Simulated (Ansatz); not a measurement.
Calculated with Ansatz (gas phase, PBE0-D4/def2-TZVP geometries, no zero-point term in ΔE). CBS: MP2 limit from def2 TZ/QZ plus the TZ coupled-cluster correction, frozen cores. This one scheme is used for every species. One conformer a species, not always the lowest.

Consider the formal exchange of groups at the Si–C bond: `O=CC(O)[SiH2]O` + `COCS` → `COC[SiH2]O` + `O=CC(O)S`.

| level | ΔE (kJ/mol) |
| --- | --- |
| HF/def2-TZVPP | 21.2 |
| SCS-MP2/def2-QZVPP | 19.4 |

Problem. What does CCSD(T)/CBS give? (Best estimate.)

Solution. Computed: +19.0 kJ/mol. The listed levels differ from it by 2.2, 0.4 kJ/mol.

Largest T1 diagnostic among the species: 0.015.
